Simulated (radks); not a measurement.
All-electron atom: Cl in [Ne] 3s2 3p5. Method: Dirac Kohn-Sham, exchange-only PBE, spin-unpolarised, spherical densities, finite nucleus; open shells fill j = l - 1/2 first; Fermi nuclear charge, rms radius 3.3654 fm; computed with a radial shooting solver on a logarithmic mesh with Libxc functionals. Some entries of the table are withheld. Estimate them.

orbital  occ.  eigenvalue (hartree)  <1/r> (bohr^-1)  r(max) (bohr)
1s1/2       2             -101.0910            16.68        0.05946
2s1/2       2              -9.24445            3.311         0.3618
2p1/2       2                   (1)              (2)            (3)
2p3/2       4                   (4)              (5)            (6)
3s1/2       2              -0.72492           0.9032          1.280
3p1/2       2              -0.28526           0.7439          1.422
3p3/2       3              -0.28072           0.7389          1.429

Answer. 
(1) 2p1/2 eigenvalue (hartree): -7.04621
(2) 2p1/2 <1/r> (bohr^-1): 3.223
(3) 2p1/2 r(max) (bohr): 0.3003
(4) 2p3/2 eigenvalue (hartree): -6.98379
(5) 2p3/2 <1/r> (bohr^-1): 3.199
(6) 2p3/2 r(max) (bohr): 0.3021
